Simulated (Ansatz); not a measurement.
Reaction (substitution at a C–C bond): `C[CH2][In]([OH])[Cl]` + `BO[SiH2]S` → `BO[SiH2]SC` + `[CH3][In]([OH])[Cl]`

Calculated with Ansatz (gas phase, PBE0-D4/def2-TZVP geometries, no zero-point term in ΔE). CCSD(T)/CBS adds triple-zeta CCSD(T) − MP2 to the extrapolated MP2 energy (def2 sets, frozen cores). DFT in def2-TZVPP. def2 core potentials past Kr. For In outer-core shells are correlated without core-valence functions, which leaves a few kJ/mol of doubt a bond. One conformer a species, not always the lowest.

`C[CH2][In]([OH])[Cl]`:

Z-matrix (Å, degrees):
```
C
C 1 1.520
H 1 1.094 2 110.6
H 1 1.092 2 112.0 3 119.9
H 1 1.092 2 112.0 3 -119.9
In 2 2.149 1 113.1 3 -180.0
H 2 1.093 1 111.8 3 -59.8
H 2 1.093 1 111.8 3 59.9
Cl 6 2.335 2 119.2 1 -0.1
O 6 1.979 2 132.6 1 179.8
H 10 0.960 6 113.3 2 0.1
```

`BO[SiH2]S`:

Cartesian coordinates in Å:
```
B -0.669 -0.618 -1.614
O -0.696 0.134 -0.494
Si 0.080 -0.041 0.958
S 1.820 1.167 1.078
H -0.027 -1.636 -1.639
H -1.302 -0.243 -2.559
H -0.903 0.350 1.989
H 0.558 -1.434 1.121
H 1.138 2.322 1.160
```

`BO[SiH2]SC`:

```xyz
12

B     0.287    1.075    1.872
O    -0.739    1.099    1.000
Si   -0.750    1.013   -0.659
S    -1.200   -0.928   -1.349
C     0.321   -1.784   -0.842
H     1.421    1.009    1.469
H     0.035    1.118    3.043
H    -1.830    1.897   -1.144
H     0.594    1.426   -1.137
H     0.274   -2.785   -1.268
H     0.382   -1.865    0.243
H     1.204   -1.275   -1.229
```

`[CH3][In]([OH])[Cl]`:

Cartesian coordinates in Å:
```
C 0.251 -0.860 -1.034
In -0.360 0.202 0.709
O 0.133 2.017 1.322
Cl -1.825 -0.714 2.268
H 1.339 -0.871 -1.096
H -0.128 -1.878 -0.980
H -0.151 -0.364 -1.918
H 0.739 2.467 0.728
```

```tsv
level	ΔE (kJ/mol)
ωB97M-V	-1.2
PBE	-0.6
```

(1) What does CCSD(T)/CBS give? (Best estimate.)

Largest T1 diagnostic among the species: 0.014.

Results:

(1) The calculation gave: +1.8 kJ/mol. The listed levels differ from it by -3.0, -2.4 kJ/mol.
